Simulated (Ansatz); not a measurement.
Abridged output of a molecular run in Ansatz:

```
Functional definition: HF
1477 factors; integrals over basis functions are off by at most 9.8e-4 eV
mean field evaluation 1: about -21916.9119 eV, gradient 4.0e1 eV
mean field evaluation 2: about -21916.9173 eV, gradient 4.0e1 eV
mean field evaluation 4: about -21923.0614 eV, gradient 3.0e0 eV
mean field evaluation 8: about -21923.1707 eV, gradient 1.9e-1 eV
mean field -21923.17145650 eV, -805.6616909672 hartree, gradient 7.6e-6 eV, S^2 0.754770; 0 other end points of the search recorded, 0 dependent functions left out
13 core orbitals not correlated: weight in the atoms' cores, before any rotation towards them, 1.000 or more for the frozen orbitals, at most 0.000 for the correlated occupied ones
reference -21923.17145650 eV, -805.6616909672 hartree; 16, 15 occupied and 218, 219 virtual orbitals, 1477 factors
second order -25.40741083 eV of doubles, -0.00000000 eV of singles
cycle   1  -25.45666226 eV  change   -4.9e-2 eV  update   1.1e-1
cycle   2  -26.06393076 eV  change   -6.1e-1 eV  update   3.3e-2
cycle   3  -26.21411594 eV  change   -1.5e-1 eV  update   1.8e-2
cycle   4  -26.19982699 eV  change    1.4e-2 eV  update   5.0e-3
cycle   5  -26.19821576 eV  change    1.6e-3 eV  update   2.7e-3
cycle   6  -26.19958764 eV  change   -1.4e-3 eV  update   9.2e-4
cycle   7  -26.19946222 eV  change    1.3e-4 eV  update   4.0e-4
cycle   8  -26.19950751 eV  change   -4.5e-5 eV  update   1.3e-4
cycle   9  -26.19955625 eV  change   -4.9e-5 eV  update   5.3e-5
cycle  10  -26.19953801 eV  change    1.8e-5 eV  update   2.1e-5
perturbative correction -0.92162338 eV, -0.0338690346 hartree
Total energy: -21950.29261790 eV, -806.6583752650 hartree
Checks for a lower state left out: cluster_reference
```

Its atoms:

Cartesian coordinates in Å:
```
O 0.6202 1.9563 0.7568
Si 1.6119 0.6479 0.7798
O 0.9936 -0.5454 -0.1816
Si -0.4887 -1.0807 -0.5777
O -1.5576 0.0295 0.0256
H -0.3206 1.7475 0.7285
H 2.9138 1.0834 0.1921
H -0.7591 -2.4052 0.0368
H -0.5879 -1.1586 -2.0527
H -2.4256 -0.2747 0.2925
```

**Question.** Which basis set was used?
A. def2-SVP
B. def2-QZVPP
C. def2-TZVPP
D. cc-pV(Q+d)Z

**Answer.** C. It gives 247 functions.

**Question.** Write the keys of the input that set method, charge and spin (a neutral closed shell needs none for the last two).

**Answer.** 
```yaml
magnetization: {spin_polarized: true, initial_magnetization: 1}
correlation: {method: ccsd_t}
scf: {omitted_lower_state_checks: [cluster_reference]}
```
